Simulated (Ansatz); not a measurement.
```yaml
crystal:
  periodic: [false, false, false]
  atoms:
    - {symbol: C, position_ang: [0.537952, -1.402719, -0.012783]}
    - {symbol: C, position_ang: [0.172586, -0.478131, 0.855858]}
    - {symbol: O, position_ang: [-0.610501, 0.614063, 0.583185]}
    - {symbol: B, position_ang: [-0.534388, 1.399481, -0.506650]}
    - {symbol: F, position_ang: [0.379011, 1.234489, -1.445431]}
    - {symbol: Cl, position_ang: [-1.683192, 2.708640, -0.672100]}
    - {symbol: H, position_ang: [1.131686, -2.238036, 0.332297]}
    - {symbol: H, position_ang: [0.268888, -1.362267, -1.060018]}
    - {symbol: H, position_ang: [0.426359, -0.521819, 1.908442]}
basis:
  gaussian: {orbitals: def2-SVPD}
hamiltonian: {xc: {name: HF}}
correlation: {method: mp2, frozen_orbitals: {C: 9}}
output: {forces: true}
```

```sh
$ ansatz run in.yaml --threads 4 --pin off --events-out ev --progress --plain --max-ram 10444MiB
```

Q: How does Ansatz answer? (Estimate.)

A: Ansatz gave: The program refused the input.
```
Functional definition: HF
  name "HF"
  cite "Fock, Z. Phys. 61, 126 (1930) doi:10.1007/BF01340294"
  parent pbe
  exchange = exact_x
  correlation = 0
Error: "frozen_orbitals" has no count for O
```
